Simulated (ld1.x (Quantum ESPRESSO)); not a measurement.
Reading a pseudo-wave (P (Z = 15))

Columns: radius, all-electron u(r) and pseudo u(r) of the 3p shell (level -5.51 eV) of phosphorus in the configuration [Ne] 3s2 3p3; PBE, scalar-relativistic, TM semilocal scheme, ld1.x (Quantum ESPRESSO) 7.5.

| r (bohr) | all-electron | pseudo |
| --- | --- | --- |
| 0.085 | 0.1050 | -0.0038 |
| 0.170 | 0.2324 | -0.0152 |
| 0.255 | 0.2924 | -0.0339 |
| 0.340 | 0.2857 | -0.0596 |
| 0.425 | 0.2317 | -0.0918 |
| 0.510 | 0.1495 | -0.1298 |
| 0.595 | 0.0535 | -0.1729 |
| 0.680 | -0.0466 | -0.2202 |
| 0.765 | -0.1442 | -0.2705 |
| 0.850 | -0.2357 | -0.3227 |
| 0.935 | -0.3188 | -0.3753 |
| 1.020 | -0.3926 | -0.4271 |
| 1.105 | -0.4570 | -0.4765 |
| 1.190 | -0.5123 | -0.5223 |
| 1.275 | -0.5587 | -0.5631 |
| 1.360 | -0.5965 | -0.5981 |
| 1.445 | -0.6264 | -0.6268 |
| 1.530 | -0.6489 | -0.6489 |
| 1.615 | -0.6648 | -0.6648 |
| 1.700 | -0.6748 | -0.6748 |
| 1.785 | -0.6797 | -0.6797 |
| 1.870 | -0.6801 | -0.6801 |
| 1.955 | -0.6766 | -0.6766 |
| 2.040 | -0.6699 | -0.6699 |
| 2.125 | -0.6605 | -0.6605 |
| 2.210 | -0.6487 | -0.6487 |

Task: How many radial nodes do the two functions have?

Result: The all-electron 3p function has n − l − 1 = 1; the pseudo-wave has 0, since the states of the same l below it are removed with the core.

Task: At about which radius was the pseudo-wave matched?

Result: 1.70 bohr. The columns agree to 0.0005 from 1.45 bohr on; several derivatives are matched, so the curves merge somewhat inside the radius.

Task: Where does each function peak?

Result: Outermost all-electron maximum near 1.87 bohr, pseudo maximum near 1.87 bohr (to the table’s step).

Task: Is the pseudo-wave norm-conserving?

Result: Yes: the TM semilocal scheme keeps the norm inside the radius equal to the all-electron one, which fixes the energy derivative of the logarithmic derivative at the level.
